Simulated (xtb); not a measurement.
C4H5N, charge -1, doublet, from a rough starting geometry (a state made from the parent by changing its charge; the spin is typed, not shown lowest); xtb 6.7.1 with GFN2-xTB.

The xtb input:
```
$ xtb mol.xyz --gfn 2 --chrg -1 --uhf 1 --opt vtight --json

# file mol.xyz
10

C      0.02313961    -1.16728041     0.46150047
C     -1.17641630    -0.32296251     0.10065366
C     -0.64653506     0.87281769    -0.36003103
N      0.74493110     0.82165388    -0.32861551
C      1.09123557    -0.34733909     0.15844890
H     -0.03802154    -2.09082638     0.79930171
H     -2.19120625    -0.64071434     0.18133454
H     -1.16285011     1.75901344    -0.66996611
H      1.30414405     1.57802238    -0.61906616
H      2.07831703    -0.50774916     0.28974816
```

It wrote (shortened):

```
   ID    Z sym.   atoms
    1    6 C      1-3, 5
    2    7 N      4
    3    1 H      6-10

           -------------------------------------------------
          |                Calculation Setup                |
           -------------------------------------------------

           -------------------------------------------------
          |                 G F N 2 - x T B                 |
           -------------------------------------------------

          ...................................................
          :                      SETUP                      :
          :.................................................:
          :  # basis functions                  25          :
          :  # atomic orbitals                  25          :
          :  # shells                           15          :
          :  # electrons                        27          :
          :  max. iterations                   250          :
          :  Hamiltonian                  GFN2-xTB          :
          :  restarted?                      false          :
          :  GBSA solvation                  false          :
          :  PC potential                    false          :
          :  electronic temp.          300.0000000     K    :
          :  accuracy                    1.0000000          :
          :  -> integral cutoff          0.2500000E+02      :
          :  -> integral neglect         0.1000000E-07      :
          :  -> SCF convergence          0.1000000E-05 Eh   :
          :  -> wf. convergence          0.1000000E-03 e    :
          :  Broyden damping             0.4000000          :
          :  net charge                         -1          :
          :  unpaired electrons                  1          :
          ...................................................

 iter      E             dE          RMSdq      gap      omega  full diag
   1    -14.2081261 -0.142081E+02  0.337E+00    0.38       0.0  T
   2    -14.1834192  0.247069E-01  0.440E+00    1.48       1.0  T
   3    -14.2889477 -0.105529E+00  0.243E+00    0.70       1.0  T
   4    -14.2837764  0.517133E-02  0.200E+00    0.45       1.0  T
   5    -14.2826617  0.111473E-02  0.157E+00    0.50       1.0  T
   6    -14.3005544 -0.178927E-01  0.354E-01    0.39       1.0  T
   7    -14.3000254  0.528994E-03  0.406E-01    0.34       1.0  T
   8    -14.3011018 -0.107641E-02  0.480E-02    0.31       1.0  T
   9    -14.3011030 -0.118961E-05  0.336E-02    0.32       1.0  T
[...]
 * total energy  :   -14.0902871 Eh     change       -0.6650539E-03 Eh
 * total energy  :   -14.0911155 Eh     change       -0.8283062E-03 Eh
 * total energy  :   -14.0917629 Eh     change       -0.6474526E-03 Eh
 * total energy  :   -14.0919051 Eh     change       -0.1422289E-03 Eh
 * total energy  :   -14.0921106 Eh     change       -0.2054655E-03 Eh
 * total energy  :   -14.0921722 Eh     change       -0.6156810E-04 Eh
 * total energy  :   -14.0921990 Eh     change       -0.2685818E-04 Eh
 * total energy  :   -14.0922041 Eh     change       -0.5062955E-05 Eh
 * total energy  :   -14.0922051 Eh     change       -0.1029867E-05 Eh
 * total energy  :   -14.0922053 Eh     change       -0.1366294E-06 Eh
 * total energy  :   -14.0922054 Eh     change       -0.1586511E-06 Eh
 * total energy  :   -14.0922055 Eh     change       -0.9120383E-07 Eh
   *** GEOMETRY OPTIMIZATION CONVERGED AFTER 23 ITERATIONS ***
         :: total energy             -14.092205503537 Eh    ::
[...]
     8   1 H        0.925    -0.101     5.585     3.696
     9   1 H        0.857     0.037     2.510     2.482
    10   1 H        0.925    -0.100     5.578     3.693

 Mol. C6AA /au·bohr⁶  :       1452.525152
 Mol. C8AA /au·bohr⁸  :      32679.457776
 Mol. α(0) /au        :         60.938681

Wiberg/Mayer (AO) data.
largest (>0.10) Wiberg bond orders for each atom

 ---------------------------------------------------------------------------
     #   Z sym  total        # sym  WBO       # sym  WBO       # sym  WBO
 ---------------------------------------------------------------------------
     1   6 C    3.935 --     2 C    1.408     5 C    1.402     6 H    0.965
                             3 C    0.106
     2   6 C    3.935 --     1 C    1.408     3 C    1.401     7 H    0.966
                             5 C    0.107
     3   6 C    3.692 --     2 C    1.401     4 N    1.068     8 H    0.963
                             5 C    0.114     1 C    0.106
     4   7 N    3.169 --     5 C    1.069     3 C    1.068     9 H    0.943
     5   6 C    3.694 --     1 C    1.402     4 N    1.069    10 H    0.963
                             3 C    0.114     2 C    0.107
     6   1 H    0.992 --     1 C    0.965
     7   1 H    0.992 --     2 C    0.966
     8   1 H    0.990 --     3 C    0.963
     9   1 H    0.996 --     4 N    0.943
    10   1 H    0.990 --     5 C    0.963
 ---------------------------------------------------------------------------

Topologies differ in total number of bonds
Writing topology from bond orders to xtbtopo.mol

molecular dipole:
                 x           y           z       tot (Debye)
 q only:        0.039       0.143       0.174
   full:        0.002       0.301       0.674       1.877
molecular quadrupole (traceless):
                xx          xy          yy          xz          yz          zz
 q only:       -2.712       1.071      -0.645       0.057       2.980       3.357
  q+dip:       -1.417       1.622       1.032       0.854       2.369       0.385
   full:       -1.502       1.502       1.030       1.034       2.640       0.472

optimized geometry written to: xtbopt.xyz

           -------------------------------------------------
          | TOTAL ENERGY              -14.092205503537 Eh   |
          | GRADIENT NORM               0.000129799664 Eh/α |
          | HOMO-LUMO GAP               2.171190133111 eV   |
           -------------------------------------------------
```
